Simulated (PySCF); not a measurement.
**Gas-phase XPS of (HZn-mu-F)2, computed**

Compound: (HZn-mu-F)2 (singlet state).
Bonds: Zn1–F3, Zn1–F6, F3–Zn4, Zn4–F6. Hydrogens: H2 on Zn1; H5 on Zn4.

Computed with delta-SCF UKS SCAN, pcX-2 on the ionised atom (unc-x2c-TZVPall on a metal), pcseg-1 elsewhere, spin-free X2C in PySCF. Binding energies are ΔSCF values: E(core-ionised, relaxed orbitals) − E(ground state) at a fixed geometry, referred to the vacuum level.

Question: What binding energy does each computed site have?

Answer: 
```
atom(s)              environment  level  binding energy (eV)  count
  F3/F6  fluorine bonded to 2 Zn   F 1s               691.44      2
```

Question: Which photon energy gives electrons from F 1s of F3/F6 a kinetic energy of 50 eV, and what is their de Broglie wavelength?

Answer: hν = 691.44 + 50 = 741.44 eV, recoil neglected; λ = 12.264 Å/√(E/eV) = 1.73 Å.

Atoms equivalent by their bonding share one computed value, that of the first of them. Not every level is listed. No level of zinc is listed. Geometry: PBE0-D3(BJ)/def2-SVP; no solvent, vibrations or thermal averaging. Metal 2p energies of this one-determinant scheme are less reliable than its 1s energies.
